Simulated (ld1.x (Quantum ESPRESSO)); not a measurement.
gallium (Ga), RRKJ: configuration errors across variants

gallium (Ga), norm-conserving RRKJ (Kleinman–Bylander form), made with ld1.x (Quantum ESPRESSO) 7.5 (PBE, scalar-relativistic). Core [Ar], reference 3d10 4s1 4p0 (charge +2). Waves: 4p (bound, empty): rc 2.30 bohr; 3d (bound): rc 1.30 bohr; 4s (bound): rc 1.60 bohr. Local part: the s channel. Core correction: none.

All-electron excitation energies from the reference (eV): (1) 3d10 4s2 4p1 -26.816; (2) 3d10 4s2 4p0 -21.128; (3) 3d10 4s0 4p0 31.272; (4) 3d10 4s1 4p1 -13.756; (5) 3d9 4s2 4p2 -6.501; (6) 3d9 4s0 4p0 95.149; (7) 3d9 4s2 4p1 0.880.

2 further variants failed, have other tests or another functional or relativity, and are left out.

A true bound ghost makes a file unfit for plane-wave use even where its test errors are small: the radial tests pick states by their node count and pass the ghost by.

Errors AE − PS in meV (a dash: test not solved or not reliable):

```tsv
change	(1)	(2)	(3)	(4)	(5)	(6)	(7)	bound ghosts
base	+45	+26	+48	+15	-451	-292	-415	none
all radii scaled by about 0.89 (s 1.42, p 2.04, d 1.16 bohr)	+44	+28	+51	+13	-595	-425	-539	none
wave 3d (bound): rc 1.30 bohr becomes 3d (bound): rc 0.84 bohr	+40	+23	+44	+14	-859	-500	-811	none
core correction a·sin(br)/r model core inside 0.56 bohr	0.0	-1.9	-16	+1.1	-591	-511	-529	none
wave 4s (bound): rc 1.60 bohr becomes 4s (bound): rc 1.46 bohr	+47	+28	+50	+15	-418	-318	-374	none
type ultrasoft; waves now 4s (bound): rcut 1.40, rcutus 1.60 bohr; 4s channel at -0.6 Ry: rcut 1.40, rcutus 1.60 bohr; 4p (bound): rcut 2.00, rcutus 2.30 bohr; 4p channel at -0.6 Ry: rcut 2.00, rcutus 2.30 bohr; 3d (bound): rcut 1.15, rcutus 1.30 bohr; 3d channel at -2 Ry: rcut 1.15, rcutus 1.30 bohr; local potential all-electron potential smoothed inside 1.90 bohr (lloc = -1); augmentation PSQ, inside the norm-conserving radii	+43	+31	+62	+11	-76	-43	-65	none
```

Question: Give the same row for: wave 4p (bound): rc 2.30 bohr becomes 4p (bound): rc 3.18 bohr.

Answer: +38, +26, +48, +11, -359, -292, -355; bound ghosts: p.
